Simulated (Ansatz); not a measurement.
Consider the isomerisation: `CO[SiH2][SnH3]` → `[CH3][SnH2][SiH2]O`.

Computed with Ansatz on PBE0-D4/def2-TZVP structures; ΔE is electronic, products minus reactants. CBS: MP2 limit from def2 TZ/QZ plus the TZ coupled-cluster correction, frozen cores. DFT in def2-TZVPP. def2 core potentials past Kr. For Sn outer-core shells are correlated without core-valence functions, which leaves a few kJ/mol of doubt a bond. Each species was taken in one conformer, which may not be the lowest.

`CO[SiH2][SnH3]`:

Cartesian coordinates in Å:
```
C 0.816 -1.792 0.502
O 1.451 -0.636 0.010
Si 0.849 0.879 0.242
Sn -1.488 1.166 -0.803
H 0.723 -1.766 1.594
H -0.185 -1.917 0.071
H 1.421 -2.657 0.225
H 1.820 1.805 -0.391
H 0.755 1.186 1.700
H -2.633 0.101 -0.109
H -1.472 0.873 -2.487
H -2.056 2.758 -0.553
```

`[CH3][SnH2][SiH2]O`:

Cartesian coordinates in Å:
```
C 0.283 0.245 -2.106
Sn 0.425 -0.933 -0.318
Si -0.845 0.147 1.646
O -0.148 1.571 2.124
H -0.758 0.315 -2.421
H 0.665 1.249 -1.919
H 0.866 -0.217 -2.902
H 2.085 -1.100 0.091
H -0.175 -2.507 -0.639
H -2.225 0.510 1.236
H -0.932 -0.817 2.781
H 0.760 1.536 2.427
```

```tsv
level	ΔE (kJ/mol)
ωB97M-V	-72.3
MP2/def2-TZVPP	-84.8
SCS-MP2/def2-QZVPP	-81.1
CCSD/CBS(def2)	-80.0
```

Question: What does CCSD(T)/CBS give? (An estimate is asked.)

Answer: Ansatz gave: -81.5 kJ/mol. The listed levels differ from it by 9.2, -3.3, 0.4, 1.5 kJ/mol.

Largest T1 diagnostic among the species: 0.013.

In def2-TZVPP, CCSD(T) changes the Hartree–Fock value by −15.0 kJ/mol (the triples alone add −1.5 kJ/mol) and MP2 by −24.4 kJ/mol.
